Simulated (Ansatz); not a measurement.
```xyz
2

Mg   -0.0088   -0.0404   -0.6710
O    -0.0232    0.0156    1.0072
```

Basis set: aug-cc-pVDZ (spherical functions). Frozen core: 2 orbitals. Charge 0, multiplicity 1.

Computed with Ansatz (development build ahead of 0.2.0); each method stands on the lowest determinant of its kind that the runs found. Restricted open shells among the atoms or ions are ROHF, correlated in semicanonical orbitals with singles.

Give the atomization energy at this shape (free ground-state atoms in the same class of orbitals less the molecule, no zero-point energy) of singlet MgO by RHF-MP2, RHF.

```
 method  atomization energy
RHF-MP2             2.86 eV
    RHF            -1.20 eV
```

Caution: in another basis set an unrestricted determinant lies well below. Caution for RHF: the molecule lies well above its atoms at this level.
